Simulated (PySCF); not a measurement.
# Static response to an electric field

Species: C3H8N3PSi.
Structure used (GFN2-xTB), in Å, numbered top down from 1:
```
atom  x, y, z in Å
C1    -1.182    1.945   -0.552
N2    -0.200    1.552    0.119
Si3    0.491    0.000    0.450
N4     1.041   -0.101    2.080
P5     2.274   -0.366   -0.866
C6    -0.739   -1.479    0.257
C7    -1.331   -1.449   -1.037
N8    -1.782   -1.379   -2.088
H9    -1.890    1.294   -1.068
H10   -1.357    3.015   -0.639
H11    0.423    0.181    2.824
H12    1.975    0.221    2.277
H13    1.525   -0.561   -2.014
H14    2.484    0.970   -1.154
H15   -1.523   -1.410    1.011
H16   -0.215   -2.425    0.389
```

Level: wB97X-D/def2-SVPD (PySCF), static field, nuclei fixed, core orbitals frozen in the response. The polarisability tensor in these axes (au):

```
x   111.84  -6.36   6.93
y    -6.36  97.77  -0.14
z     6.93  -0.14 102.69
```

What are the eigenvalues, a third of the trace, and Δα (Δα² = ½Σ(αi − αj)² over the three pairs)?

Principal values 94.41, 100.63 and 117.26 au; mean 104.10 au = 15.43 Å³ = 17.16 × 10⁻⁴⁰ C²·m²/J; Δα = 20.46 au (20 % of the mean).

What is the dipole moment, and where does it point?

(0.15, 1.36, 3.24) D, 3.52 D in size, pointing from the negative to the positive side. Measured along this direction, the outermost atoms are N8 at the negative end and H11 at the positive end.

Find the Langevin capture rate constant for H3+ (3.023 u) meeting this molecule (145.023 u), k = 2.342 × 10⁻⁹ cm³/s × √(α in Å³ / reduced mass in u).

The reduced mass is 2.96 u, so k = 5.34 × 10⁻⁹ cm³/s. The formula leaves out the permanent dipole, which adds to the capture rate.

Along which axes do the principal values lie, and how far do the nuclei extend along each?

Largest value along (0.86, -0.28, 0.41), where the nuclei span 5.03 Å; middle along (-0.24, 0.49, 0.84), 4.68 Å; least along (0.44, 0.82, -0.36), 4.54 Å. 

Give the eigenvalues of the traceless quadrupole moment Θ = ½Σq(3rr − r²1), origin at the centre of nuclear charge.

-13.88, 4.14, 9.74 D·Å. The values depend on the origin, since the dipole doesn't vanish. The electronic extent ⟨r²⟩ about the same centre is 1403 bohr², a root-mean-square distance of 2.27 Å for the 76 electrons.

Estimate the molar refractivity from the static electronic polarisability.

Lorentz–Lorenz: R = (4π/3)N_A α = 2.5225 cm³/(mol·Å³) × 15.43 Å³ = 38.9 cm³/mol, in the limit of long wavelengths.

One conformer (not necessarily the lowest) at the GFN2-xTB geometry, without solvent, vibrations or thermal averaging.

These values come from a run that also computed excited states. Time: 72 s; peak memory 1.0 GiB. Hardware: one thread of an Arm Neoverse V1, no GPU, shared host.
